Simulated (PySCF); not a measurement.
PBE0 on Li⁻ (lithium, charge -1), [He] 2s2, closed-shell 1S. Computed with PySCF 2.14 in dyall-acv3z (15s9p3d, 57 functions), with the spin-free X2C one-electron Hamiltonian (Gaussian nucleus).

```
cycle= 1 E= -7.48597722250422  delta_E= -0.00136  |g|= 0.00526  |ddm|= 0.115
cycle= 2 E= -7.48602324671906  delta_E= -4.6e-05  |g|= 0.00126  |ddm|= 0.0502
cycle= 3 E= -7.48602908473635  delta_E= -5.84e-06  |g|= 0.000353  |ddm|= 0.0109
cycle= 4 E= -7.48602936397963  delta_E= -2.79e-07  |g|= 3.05e-05  |ddm|= 0.00266
cycle= 5 E= -7.48602936687676  delta_E= -2.9e-09  |g|= 2.49e-06  |ddm|= 0.000732
cycle= 6 E= -7.48602936689559  delta_E= -1.88e-11  |g|= 4.4e-08  |ddm|= 6.26e-05
converged SCF energy = -7.48602936689559  <S^2> = 0  2S+1 = 1
```

Highest occupied orbital energy: 0.464 eV; ⟨L²⟩ = 0.00; populations by l: s 4.00, p 0.00, d 0.00.

Q: Can this result be used?

A: With care. Self-consistency was reached. At PBE0 the highest occupied level has a positive energy, so only the finite basis holds that electron; in a semilocal or global hybrid functional this comes from self-interaction and does not mean that the real anion is unbound.
